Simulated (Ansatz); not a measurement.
`[NH2][In]([F])[F]` and `[NH2][In]([F])[SH]` differ in one atom or group.

Ansatz, PBE0-D4/def2-TZVP geometries, multiplicity 1. Each molecule was computed in one conformer, which needn't be the lowest.

Elements past krypton have def2 core potentials.

```csv
property,`[NH2][In]([F])[F]`
size of the dipole moment (B3LYP/def2-TZVPP) / D,3.87
HOMO energy (PBE/def2-TZVPP) / eV,-6.98
LUMO energy (ωB97M-V/def2-TZVPP) / eV,-0.34
HOMO energy (B3LYP/def2-TZVPP) / eV,-8.19
size of the dipole moment (ωB97M-V/def2-TZVPP) / D,3.78
HOMO–LUMO gap (PBE/def2-TZVPP) / eV,3.80
```

(1) Give the same properties after the change, and the shifts. (Best estimate.)

## Answers

(1) The calculation gave: 
| property | `[NH2][In]([F])[SH]` | shift |
| --- | --- | --- |
| size of the dipole moment (B3LYP/def2-TZVPP) / D | 2.49 | -1.38 |
| HOMO energy (PBE/def2-TZVPP) / eV | -6.38 | 0.60 |
| LUMO energy (ωB97M-V/def2-TZVPP) / eV | 0.15 | 0.49 |
| HOMO energy (B3LYP/def2-TZVPP) / eV | -7.46 | 0.73 |
| size of the dipole moment (ωB97M-V/def2-TZVPP) / D | 2.46 | -1.32 |
| HOMO–LUMO gap (PBE/def2-TZVPP) / eV | 3.82 | 0.02 |

With PBE0 the HOMO rises by 0.70 eV and the LUMO rises by 0.56 eV, so the gap narrows by about 0.14 eV. PBE moves the HOMO by 0.60 eV and ωB97M-V by 0.82 eV. Dipoles are sizes alone; their direction can turn.

B3LYP here is the variant with VWN-RPA as its local correlation; programs differ in this.
